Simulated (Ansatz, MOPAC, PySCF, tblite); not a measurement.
Breaking a bond: SiLi (anion, charge -1), lowest triplet found (which spin is the ground state isn't settled by this scan).

- UKS-B3LYP/3-21G = unrestricted B3LYP/3-21G in PySCF 2.14.0
- PM3, unrestricted, heats of formation (MOPAC)
- GFN2-xTB, 300 K electronic temperature (tblite)
- FCI = full CI/aug-cc-pVDZ, frozen core (Ansatz, an electronic-structure program)

Energies relative to the lowest point of each curve between 2.09 and 3.22 Å, where full CI is lowest, in kcal/mol; the last columns give the difference from FCI:

```json
[
 {"R / Å": "1.70", "UKS-B3LYP/3-21G": "64.0", "PM3": "11.6", "GFN2-xTB": "207.8", "FCI": "64.4", "UKS-B3LYP/3-21G − FCI": "-0.4", "PM3 − FCI": "-52.7", "GFN2-xTB − FCI": "143.5"},
 {"R / Å": "1.85", "UKS-B3LYP/3-21G": "37.3", "PM3": "6.4", "GFN2-xTB": "148.1", "FCI": "36.9", "UKS-B3LYP/3-21G − FCI": "0.4", "PM3 − FCI": "-30.5", "GFN2-xTB − FCI": "111.2"},
 {"R / Å": "1.99", "UKS-B3LYP/3-21G": "20.5", "PM3": "3.3", "GFN2-xTB": "121.6", "FCI": "20.6", "UKS-B3LYP/3-21G − FCI": "0.0", "PM3 − FCI": "-17.2", "GFN2-xTB − FCI": "101.1"},
 {"R / Å": "2.09", "UKS-B3LYP/3-21G": "12.6", "PM3": "1.8", "GFN2-xTB": "112.8", "FCI": "12.8", "UKS-B3LYP/3-21G − FCI": "-0.2", "PM3 − FCI": "-11.0", "GFN2-xTB − FCI": "100.0"},
 {"R / Å": "2.17", "UKS-B3LYP/3-21G": "8.1", "PM3": "0.9", "GFN2-xTB": "109.6", "FCI": "8.4", "UKS-B3LYP/3-21G − FCI": "-0.3", "PM3 − FCI": "-7.5", "GFN2-xTB − FCI": "101.3"},
 {"R / Å": "2.27", "UKS-B3LYP/3-21G": "4.2", "PM3": "0.2", "GFN2-xTB": "108.9", "FCI": "4.5", "UKS-B3LYP/3-21G − FCI": "-0.3", "PM3 − FCI": "-4.3", "GFN2-xTB − FCI": "104.4"},
 {"R / Å": "2.34", "UKS-B3LYP/3-21G": "2.4", "PM3": "0.0", "GFN2-xTB": "109.9", "FCI": "2.6", "UKS-B3LYP/3-21G − FCI": "-0.3", "PM3 − FCI": "-2.6", "GFN2-xTB − FCI": "107.3"},
 {"R / Å": "2.42", "UKS-B3LYP/3-21G": "1.0", "PM3": "0.1", "GFN2-xTB": "112.1", "FCI": "1.2", "UKS-B3LYP/3-21G − FCI": "-0.2", "PM3 − FCI": "-1.1", "GFN2-xTB − FCI": "110.9"},
 {"R / Å": "2.48", "UKS-B3LYP/3-21G": "0.4", "PM3": "0.4", "GFN2-xTB": "114.3", "FCI": "0.5", "UKS-B3LYP/3-21G − FCI": "-0.1", "PM3 − FCI": "-0.2", "GFN2-xTB − FCI": "113.8"},
 {"R / Å": "2.59", "UKS-B3LYP/3-21G": "0.0", "PM3": "1.2", "GFN2-xTB": "119.1", "FCI": "0.0", "UKS-B3LYP/3-21G − FCI": "0.0", "PM3 − FCI": "1.2", "GFN2-xTB − FCI": "119.1"},
 {"R / Å": "2.69", "UKS-B3LYP/3-21G": "0.2", "PM3": "2.3", "GFN2-xTB": "0.0", "FCI": "0.1", "UKS-B3LYP/3-21G − FCI": "0.1", "PM3 − FCI": "2.3", "GFN2-xTB − FCI": "-0.1"},
 {"R / Å": "2.86", "UKS-B3LYP/3-21G": "1.5", "PM3": "4.7", "GFN2-xTB": "4.8", "FCI": "1.1", "UKS-B3LYP/3-21G − FCI": "0.4", "PM3 − FCI": "3.6", "GFN2-xTB − FCI": "3.7"},
 {"R / Å": "2.98", "UKS-B3LYP/3-21G": "2.8", "PM3": "6.4", "GFN2-xTB": "8.0", "FCI": "2.2", "UKS-B3LYP/3-21G − FCI": "0.6", "PM3 − FCI": "4.2", "GFN2-xTB − FCI": "5.8"},
 {"R / Å": "3.22", "UKS-B3LYP/3-21G": "5.8", "PM3": "9.8", "GFN2-xTB": "156.5", "FCI": "4.8", "UKS-B3LYP/3-21G − FCI": "0.9", "PM3 − FCI": "5.0", "GFN2-xTB − FCI": "151.6"},
 {"R / Å": "3.52", "UKS-B3LYP/3-21G": "9.6", "PM3": "13.6", "GFN2-xTB": "167.0", "FCI": "8.4", "UKS-B3LYP/3-21G − FCI": "1.2", "PM3 − FCI": "5.1", "GFN2-xTB − FCI": "158.5"},
 {"R / Å": "3.82", "UKS-B3LYP/3-21G": "13.2", "PM3": "16.5", "GFN2-xTB": "170.5", "FCI": "11.9", "UKS-B3LYP/3-21G − FCI": "1.3", "PM3 − FCI": "4.6", "GFN2-xTB − FCI": "158.6"},
 {"R / Å": "4.25", "UKS-B3LYP/3-21G": "17.3", "PM3": "19.3", "GFN2-xTB": "176.0", "FCI": "16.1", "UKS-B3LYP/3-21G − FCI": "1.2", "PM3 − FCI": "3.3", "GFN2-xTB − FCI": "159.9"},
 {"R / Å": "4.68", "UKS-B3LYP/3-21G": "20.4", "PM3": "21.0", "GFN2-xTB": "174.7", "FCI": "19.4", "UKS-B3LYP/3-21G − FCI": "1.0", "PM3 − FCI": "1.6", "GFN2-xTB − FCI": "155.3"},
 {"R / Å": "5.21", "UKS-B3LYP/3-21G": "23.0", "PM3": "22.0", "GFN2-xTB": "175.8", "FCI": "22.4", "UKS-B3LYP/3-21G − FCI": "0.6", "PM3 − FCI": "-0.3", "GFN2-xTB − FCI": "153.4"},
 {"R / Å": "6.00", "UKS-B3LYP/3-21G": "25.2", "PM3": "22.7", "GFN2-xTB": "179.2", "FCI": "25.2", "UKS-B3LYP/3-21G − FCI": "0.1", "PM3 − FCI": "-2.5", "GFN2-xTB − FCI": "154.1"},
 {"R / Å": "6.97", "UKS-B3LYP/3-21G": "26.4", "PM3": "22.9", "GFN2-xTB": "178.8", "FCI": "26.9", "UKS-B3LYP/3-21G − FCI": "-0.5", "PM3 − FCI": "-4.0", "GFN2-xTB − FCI": "151.9"},
 {"R / Å": "8.18", "UKS-B3LYP/3-21G": "26.6", "PM3": "23.1", "GFN2-xTB": "177.9", "FCI": "27.9", "UKS-B3LYP/3-21G − FCI": "-1.3", "PM3 − FCI": "-4.7", "GFN2-xTB − FCI": "150.1"}
]
```

UKS-B3LYP/3-21G is furthest from FCI at 3.82 (1.3 kcal/mol, above); its mean absolute difference over the points is 0.5 kcal/mol.

PM3 is furthest from FCI at 1.70 (-52.7 kcal/mol, below); its mean absolute difference over the points is 7.7 kcal/mol.

GFN2-xTB is furthest from FCI at 4.25 (159.9 kcal/mol, above); its mean absolute difference over the points is 114.4 kcal/mol.

The unrestricted determinant behind UKS-B3LYP/3-21G is spin-contaminated at 1.85 to 8.18 Å (<S²> up to 2.7, against 2.00 for a pure triplet). Where the anion isn't bound against loss of the electron, the finite basis alone holds it. Also computed but left out beside FCI, since their determinant holds another spin at the minimum (<S²> over 0.7 above the pure value): UHF, UMP2, UCCSD, UCCSD(T), UCCSDT, UCCSDT(Q), UKS-CAM-B3LYP.
